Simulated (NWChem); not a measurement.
All runs are NWChem calculations. System: silylphosphine (H5PSi), charge 0, spin multiplicity 1, at a geometry optimised with PBE/def2-SVP. Level: EOM-CCSD/aug-cc-pVDZ, 10 core orbitals frozen.

Input file:

```
start mol
memory heap 100 mb stack 700 mb global 1900 mb
geometry units angstroms nocenter noautoz noautosym
  Si    -1.075030     0.095518     0.224138
  P      1.129043    -0.077212    -0.349040
  H     -1.851635    -0.886898    -0.609590
  H     -1.536129     1.486890    -0.114786
  H     -1.359341    -0.170039     1.678920
  H      1.298076    -1.318950     0.364653
  H      1.563795     0.709923     0.778478
end
basis spherical
  * library aug-cc-pvdz
end
scf
  rhf
  nopen 0
  maxiter 100
  thresh 1e-7
  semidirect memsize 60000000 filesize 0
end
tce
  freeze core 10
  ccsd
  nroots 3
  2eorb
  2emet 13
  thresh 1e-5
  maxiter 200
  tilesize 24
  dipole
end
task tce energy
```

Part of the output:

```
             Northwest Computational Chemistry Package (NWChem) 7.3.0
             --------------------------------------------------------

                                NWChem Input Module
                                -------------------

 Scaling coordinates for geometry "geometry" by  1.889725989
 (inverse scale =  0.529177249)

                             Geometry "geometry" -> ""
                             -------------------------

 Output coordinates in angstroms (scale by  1.889725989 to convert to a.u.)

  No.       Tag          Charge          X              Y              Z
 ---- ---------------- ---------- -------------- -------------- --------------
    1 Si                  14.0000    -1.07503000     0.09551800     0.22413800
    2 P                   15.0000     1.12904300    -0.07721200    -0.34904000
    3 H                    1.0000    -1.85163500    -0.88689800    -0.60959000
    4 H                    1.0000    -1.53612900     1.48689000    -0.11478600
    5 H                    1.0000    -1.35934100    -0.17003900     1.67892000
    6 H                    1.0000     1.29807600    -1.31895000     0.36465300
    7 H                    1.0000     1.56379500     0.70992300     0.77847800

 Effective nuclear repulsion energy (a.u.)      89.2003239174

            Nuclear Dipole moment (a.u.)
            ----------------------------
        X                 Y               Z
 ---------------- ---------------- ----------------
    -0.0000170075    -0.0000037795     0.0000132281


 Summary of "ao basis" -> "" (spherical)
 ------------------------------------------------------------------------------
       Tag                 Description            Shells   Functions and Types
 ---------------- ------------------------------  ------  ---------------------
 *                        aug-cc-pvdz                 on all atoms

 Summary of "ao basis" -> "ao basis" (spherical)
 ------------------------------------------------------------------------------
       Tag                 Description            Shells   Functions and Types
 ---------------- ------------------------------  ------  ---------------------
 Si                       aug-cc-pvdz               11       27   5s4p2d
 P                        aug-cc-pvdz               11       27   5s4p2d
 H                        aug-cc-pvdz                5        9   3s2p

                                 NWChem SCF Module
                                 -----------------

  ao basis        = "ao basis"
  functions       =    99
  atoms           =     7
  closed shells   =    17
  open shells     =     0
  charge          =   0.00
  wavefunction    = RHF
  use symmetry    = F
  symmetry adapt  = F

 Summary of "ao basis" -> "ao basis" (spherical)
 ------------------------------------------------------------------------------
       Tag                 Description            Shells   Functions and Types
 ---------------- ------------------------------  ------  ---------------------
 Si                       aug-cc-pvdz               11       27   5s4p2d
 P                        aug-cc-pvdz               11       27   5s4p2d
 H                        aug-cc-pvdz                5        9   3s2p

 Forming initial guess at       0.1s

      Superposition of Atomic Density Guess
      -------------------------------------

 Sum of atomic energies:        -631.98429900

      Non-variational initial energy
      ------------------------------

 Total energy =    -632.500246
 1-e energy   =   -1051.581061
 2-e energy   =     329.880491
 HOMO         =      -0.301564
 LUMO         =       0.021628

 Starting SCF solution at       2.3s

 ----------------------------------------------
         Quadratically convergent ROHF

 Convergence threshold     :          1.000E-07
 Maximum no. of iterations :          100
 Final Fock-matrix accuracy:          1.000E-09
 ----------------------------------------------

              iter       energy          gnorm     gmax       time
             ----- ------------------- --------- --------- --------
                 1     -632.5463989288  4.16D-01  9.65D-02      2.3
                 2     -632.5745162957  2.57D-02  4.62D-03      2.6
                 3     -632.5746439362  3.59D-04  6.87D-05      3.0
                 4     -632.5746439569  8.93D-08  2.35D-08      3.5

       Final RHF  results
       ------------------

         Total SCF energy =   -632.574643956875
      One-electron energy =  -1053.190313680421
      Two-electron energy =    331.415345806149
 Nuclear repulsion energy =     89.200323917397

        Time for solution =      1.3s

             Final eigenvalues
             -----------------

              1
    1  -79.9530
    2  -68.8010
    3   -7.4937
    4   -6.1465
    5   -5.3875
    6   -5.3871
    7   -5.3862
    8   -4.2527
    9   -4.2525
   10   -4.2523
   11   -0.8553
   12   -0.6991
   13   -0.5282
   14   -0.4962
   15   -0.4753
   16   -0.4397
   17   -0.3736
   18    0.0356
   19    0.0450
   20    0.0593
   21    0.0638
   22    0.0780
   23    0.0845
   24    0.0897
   25    0.0934
   26    0.1073
   27    0.1110

                       ROHF Final Molecular Orbital Analysis
                       -------------------------------------

 Vector   15  Occ=2.000000D+00  E=-4.752640D-01
              MO Center= -9.8D-01,  1.6D-01, -1.1D-01, r^2= 3.4D+00
   Bfn.  Coefficient  Atom+Function         Bfn.  Coefficient  Atom+Function
  ----- ------------  ---------------      ----- ------------  ---------------
    55     -0.286123  3 H  s                 64      0.287489  4 H  s
[...]
 --------------------------------------------------------------
 Iterations converged
 ------------------

 Excited state root  1
 Excitation energy / hartree =        0.235330671742955
                   / eV      =        6.403676123276634
 largest EOMCCSD amplitudes: R1 and R2

 Singles contributions
    18a   (alpha) ---    17a   (alpha)        0.6725470840
    19a   (alpha) ---    17a   (alpha)       -0.4429022417
    22a   (alpha) ---    17a   (alpha)        0.1279042061
    26a   (alpha) ---    17a   (alpha)        0.1147281702
    29a   (alpha) ---    17a   (alpha)        0.1428393298
    30a   (alpha) ---    17a   (alpha)       -0.3516917427

 Doubles contributions
 ------------------

 Excited state root  2
 Excitation energy / hartree =        0.248886633300356
                   / eV      =        6.772552762731437
 largest EOMCCSD amplitudes: R1 and R2

 Singles contributions
    20a   (alpha) ---    17a   (alpha)        0.2862787447
    23a   (alpha) ---    17a   (alpha)       -0.3782800530
    27a   (alpha) ---    17a   (alpha)       -0.5826377906
    31a   (alpha) ---    17a   (alpha)        0.4776387710
    33a   (alpha) ---    17a   (alpha)        0.2064260798

 Doubles contributions
 ------------------

 Excited state root  3
 Excitation energy / hartree =        0.255372784024647
                   / eV      =        6.949049979254418
 largest EOMCCSD amplitudes: R1 and R2

 Singles contributions
    18a   (alpha) ---    17a   (alpha)        0.3206236383
    19a   (alpha) ---    17a   (alpha)        0.5717595061
    22a   (alpha) ---    17a   (alpha)        0.2237185097
    26a   (alpha) ---    17a   (alpha)        0.2183541590
    28a   (alpha) ---    17a   (alpha)       -0.3724301530
    29a   (alpha) ---    17a   (alpha)       -0.3159632366
    37a   (alpha) ---    17a   (alpha)        0.1481600945

 Doubles contributions

 No. of initial left vectors    3

 EOM-CCSD left-hand side iterations
 --------------------------------------------------------------
      Residuum       Omega / hartree  Omega / eV    Cpu    Wall
 --------------------------------------------------------------

 Iteration   1 using    3 trial vectors
   0.4056828467740   0.3255524400110    8.85874
   0.4165891507820   0.3604503002140    9.80836
   0.4081689912746   0.3621193665816    9.85377     4.8     4.8

 Iteration   2 using    6 trial vectors
   0.0859358830523   0.2554562415647    6.95132
   0.0870500085887   0.2858129806272    7.77737
   0.0782838079935   0.2918404294658    7.94139     4.9     4.9

 Iteration   3 using    9 trial vectors
   0.0704832423936   0.2459545949082    6.69277
   0.0719569610049   0.2768446929590    7.53333
   0.0556642045453   0.2856270635148    7.77231     4.9     4.9

 Iteration   4 using   12 trial vectors
   0.0401214653494   0.2386856977258    6.49497
   0.0640105008310   0.2665836754025    7.25411
   0.0548448946697   0.2789347910364    7.59021     5.0     5.0

 Iteration   5 using   15 trial vectors
   0.0194759093472   0.2358142052526    6.41683
   0.0412296154875   0.2591979650569    7.05314
   0.0537968121276   0.2709878676406    7.37396     5.2     5.2

 Iteration   6 using   18 trial vectors
   0.0120369813309   0.2354504035962    6.40693
   0.0263522012973   0.2572617575283    7.00045
   0.0614701524673   0.2655820072730    7.22686     5.4     5.4

 Iteration   7 using   21 trial vectors
   0.0079934333437   0.2353662089621    6.40464
   0.0204445572997   0.2563300362033    6.97510
   0.0635132272830   0.2567554459372    6.98667     5.5     5.5

 Iteration   8 using   24 trial vectors
   0.0041362681767   0.2353099250163    6.40311
   0.0396941138394   0.2525465535122    6.87214
   0.0118419748222   0.2554891677925    6.95222     5.6     5.6

 Iteration   9 using   27 trial vectors
   0.0020265506829   0.2353541941851    6.40432
   0.0269727181067   0.2513055424839    6.83837
   0.0076903245879   0.2554944592735    6.95236     5.8     5.8

 Iteration  10 using   30 trial vectors
   0.0010884666262   0.2353481202104    6.40415
   0.0200857995948   0.2499001203519    6.80013
   0.0048216771804   0.2554495152625    6.95114     6.3     6.3

 Iteration  11 using   33 trial vectors
   0.0007280734796   0.2353300016066    6.40366
   0.0162555688301   0.2495534741667    6.79070
   0.0030922554902   0.2553648552101    6.94883     6.5     6.5

 Iteration  12 using   36 trial vectors
   0.0004802099167   0.2353298931838    6.40365
   0.0103063635755   0.2491767884557    6.78045
   0.0020470786579   0.2553921305705    6.94958     6.8     6.8

 Iteration  13 using   39 trial vectors
   0.0002732342732   0.2353313084992    6.40369
   0.0068459479173   0.2489041439012    6.77303
   0.0015163438679   0.2553893828666    6.94950     7.2     7.2

 Iteration  14 using   42 trial vectors
   0.0001503641767   0.2353305800865    6.40367
   0.0051687123456   0.2489360910744    6.77390
   0.0010362251754   0.2553756344672    6.94913     7.5     7.5

 Iteration  15 using   45 trial vectors
   0.0000839244049   0.2353308613047    6.40368
   0.0031911641940   0.2488842478725    6.77249
   0.0006423237514   0.2553763354669    6.94915     7.8     7.8

 Iteration  16 using   48 trial vectors
   0.0000501679791   0.2353308504522    6.40368
   0.0014826010008   0.2488631813497    6.77191
   0.0004630586025   0.2553723482233    6.94904     7.9     7.9

 Iteration  17 using   51 trial vectors
   0.0000299821124   0.2353307126356    6.40368
   0.0006456676778   0.2488882116403    6.77260
   0.0003725112218   0.2553725422342    6.94904     8.3     8.3

 Iteration  18 using   54 trial vectors
   0.0000181095577   0.2353307510001    6.40368
   0.0003191297315   0.2488870803186    6.77256
   0.0002796829056   0.2553745780213    6.94910     8.6     8.6

 Iteration  19 using   57 trial vectors
   0.0000100149518   0.2353307383456    6.40368
   0.0001692635186   0.2488861929555    6.77254
   0.0001740731291   0.2553743203678    6.94909     8.9     8.9

 Iteration  20 using   60 trial vectors
   0.0000058794671   0.2353307132455    6.40368
   0.0000943360246   0.2488877506705    6.77258
   0.0001165262694   0.2553728778718    6.94905     9.5     9.5

 Iteration  21 using   62 trial vectors
   0.0000046934793   0.2353307109173    6.40368
   0.0000578970142   0.2488867041089    6.77255
   0.0000784092034   0.2553731164184    6.94906     8.0     8.0

 Iteration  22 using   64 trial vectors
   0.0000041337552   0.2353307078253    6.40368
   0.0000384108515   0.2488864755407    6.77255
   0.0000454699687   0.2553727652638    6.94905     8.3     8.3

 Iteration  23 using   66 trial vectors
   0.0000038045126   0.2353307107579    6.40368
   0.0000242472029   0.2488866468822    6.77255
   0.0000229435519   0.2553727521663    6.94905     8.5     8.5

 Iteration  24 using   68 trial vectors
   0.0000037518545   0.2353307126376    6.40368
   0.0000142769084   0.2488865706972    6.77255
   0.0000116022510   0.2553728993968    6.94905     8.7     8.7

 Iteration  25 using   70 trial vectors
   0.0000037415821   0.2353307127426    6.40368
   0.0000073466600   0.2488866554799    6.77255
   0.0000068220400   0.2553728357213    6.94905     8.7     8.7
 --------------------------------------------------------------
 Iterations converged

 Excited state root  1
 Excitation energy / hartree =        0.235330671742955
                   / eV      =        6.403676123276634

 EOM-CCSD transition moments / hartree
 --------------------------------------------
 X    0.2926791 Y    0.0775424 Z    0.5676372
 Oscillator Strength                0.0649334
 --------------------------------------------

 EOM-CCSD dipole moments / hartree & Debye
 ------------------------------------
   X         0.4327057      1.0998365
   Y        -0.1457215     -0.3703898
   Z         0.4303962      1.0939662
 Total       0.6274630      1.5948640
 ------------------------------------

 Singles contributions
    18a   (alpha) ---    17a   (alpha)        0.6725470840
    19a   (alpha) ---    17a   (alpha)       -0.4429022417
    22a   (alpha) ---    17a   (alpha)        0.1279042061
    26a   (alpha) ---    17a   (alpha)        0.1147281702
    29a   (alpha) ---    17a   (alpha)        0.1428393298
    30a   (alpha) ---    17a   (alpha)       -0.3516917427

 Doubles contributions

 Excited state root  2
 Excitation energy / hartree =        0.248886633300356
                   / eV      =        6.772552762731437

 EOM-CCSD transition moments / hartree
 --------------------------------------------
 X    0.0421938 Y    0.3375704 Z    0.0698329
 Oscillator Strength                0.0200123
 --------------------------------------------

 EOM-CCSD dipole moments / hartree & Debye
 ------------------------------------
   X         0.3491829      0.8875412
   Y        -0.0315464     -0.0801835
   Z        -0.0677569     -0.1722222
 Total       0.3570923      0.9076449
 ------------------------------------

 Singles contributions
    20a   (alpha) ---    17a   (alpha)        0.2862787447
    23a   (alpha) ---    17a   (alpha)       -0.3782800530
    27a   (alpha) ---    17a   (alpha)       -0.5826377906
    31a   (alpha) ---    17a   (alpha)        0.4776387710
    33a   (alpha) ---    17a   (alpha)        0.2064260798

 Doubles contributions

 Excited state root  3
 Excitation energy / hartree =        0.255372784024647
                   / eV      =        6.949049979254418

 EOM-CCSD transition moments / hartree
 --------------------------------------------
 X    1.2002343 Y    0.0693371 Z    0.4320714
 Oscillator Strength                0.2778551
 --------------------------------------------

 EOM-CCSD dipole moments / hartree & Debye
 ------------------------------------
   X        -0.9353306     -2.3773912
   Y         0.0728854      0.1852577
   Z         0.2483423      0.6312281
 Total       0.9704790      2.4667302
 ------------------------------------

 Singles contributions
    18a   (alpha) ---    17a   (alpha)        0.3206236383
    19a   (alpha) ---    17a   (alpha)        0.5717595061
    22a   (alpha) ---    17a   (alpha)        0.2237185097
    26a   (alpha) ---    17a   (alpha)        0.2183541590
    28a   (alpha) ---    17a   (alpha)       -0.3724301530
    29a   (alpha) ---    17a   (alpha)       -0.3159632366
    37a   (alpha) ---    17a   (alpha)        0.1481600945

 Doubles contributions

 Task  times  cpu:      283.5s     wall:      283.5s

 Total times  cpu:      283.5s     wall:      283.5s
```
